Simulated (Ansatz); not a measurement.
Ideal-gas functions of CH₅ClOSi, SMILES `C[SiH](O)Cl` at 298.15 K and 1 bar, from an Ansatz frequency run at PBE0-D4/def2-TZVP.

Molar mass 96.59 g/mol, point group C1 (symmetry number 1), electronic degeneracy 1, moments of inertia 84.927, 151.113, 210.496 u Å². Harmonic wavenumbers (cm⁻¹, unscaled): 160, 170, 200, 279, 286, 516, 673, 732, 743, 814, 877, 896, 944, 1280, 1442, 1445, 2274, 3051, 3138, 3142, 3922.

Use S(trans) = R[1.5 ln M + 2.5 ln T − 1.1517]; rotational temperatures θ = 24.2544 K / I; S(rot) = R[ln(√π/σ · √(T³/θAθBθC)) + 1.5]; for each mode x = 1.438777 ν̃/T, S = R[x/(eˣ − 1) − ln(1 − e⁻ˣ)] and H = RT x/(eˣ − 1); 1 cm⁻¹ = 0.0119627 kJ/mol; R = 8.31446 J/(mol·K).

Task: By hand: the entropy, in J/(mol·K).

Result: Translation 165.9. Rotation: θ = 0.2856, 0.1605, 0.1152 K, giving 110.1. Vibration, mode by mode: 10.67, 10.19, 8.92, 6.44, 6.27, 2.59, 1.42, 1.13, 1.08, 0.82, 0.64, 0.59, 0.49, 0.12, 0.06, 0.06, 0.00, 0.00, 0.00, 0.00, 0.00, in all 51.5. Electronic 0.0. Sum 327.5 J/(mol·K).

Task: By hand: H − E and G − E in kJ/mol, counted from the electronic energy.

Result: Zero-point energy ½ × 26984 × 0.0119627 = 161.4; thermal vibration 9.1; translation, rotation and pV give 4 RT = 9.9. H − E = 180.4 kJ/mol, and G − E = 180.4 − 298.15 × 327.5/1000 = 82.8 kJ/mol.

Vibration gives 16 % of the entropy. The sum counts one conformer and one mirror image; others add a mixing term.
